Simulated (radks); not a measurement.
Values are calculated unless marked as measured or tabulated.
Sm25+, configuration [Kr] 4d1.

Code: a radial shooting solver on a logarithmic mesh with Libxc functionals. Model: non-relativistic Kohn-Sham, LDA (Slater exchange, Perdew-Wang correlation), spin-unpolarised, spherical densities, point nucleus; relativity is left out, which matters for an element this heavy.

Energy parts (eV):
| part | energy |
|---|---|
| total | -265141.97 |
| kinetic | 265055.36 |
| electron-nucleus | -598205.71 |
| Hartree | 73182.58 |
| exchange-correlation | -5174.20 |

Orbitals (lengths in bohr, moments of r in powers of bohr; <r^-3> diverges for s and p1/2; r(90%) holds 90 % of the orbital's charge):
| orbital | occ. | eigenvalue (eV) | <r^-3> | r(90%) | <r^2> | <r^4> |
|---|---|---|---|---|---|---|
| 1s | 2 | -44805.77 | - | 0.0435 | 0.0008019 | 1.623e-06 |
| 2s | 2 | -7752.007 | - | 0.160 | 0.01278 | 0.0002750 |
| 2p | 6 | -7405.980 | 8087 | 0.143 | 0.009511 | 0.0001757 |
| 3s | 2 | -2284.482 | - | 0.392 | 0.08206 | 0.01002 |
| 3p | 6 | -2132.774 | 1661 | 0.384 | 0.07677 | 0.009148 |
| 3d | 10 | -1852.094 | 283.1 | 0.355 | 0.06121 | 0.006554 |
| 4s | 2 | -973.4566 | - | 0.788 | 0.3484 | 0.1686 |
| 4p | 6 | -911.4508 | 471.2 | 0.799 | 0.3537 | 0.1765 |
| 4d | 1 | -801.6447 | 75.17 | 0.814 | 0.3566 | 0.1865 |
| 5s | 0 | -534.4712 | - | 1.35 | 1.062 | 1.508 |
| 5p | 0 | -506.1534 | 191.3 | 1.38 | 1.105 | 1.644 |

The highest occupied level is 4d at -801.64 eV. The electron density at the nucleus is 1.693e+05 e/bohr^3. Summed over all electrons, <r^2> = 4.497 bohr^2, which gives a Langevin (diamagnetic) susceptibility term of -3.56 x 10^-6 cm^3/mol. The density falls to 0.001 e/bohr^3 at r = 1.38 bohr. For comparison, the ionisation energy in NIST's Atomic Spectra Database is 822 eV (theoretical). In exact Kohn-Sham theory the highest level is minus the ionisation energy, but local and semilocal functionals leave it too shallow, through self-interaction and a potential that decays too fast; potentials with the right tail come closer.

Beside tabulated values, note that spin-unpolarised runs miss the spin-polarisation part of the exchange energy of open shells.
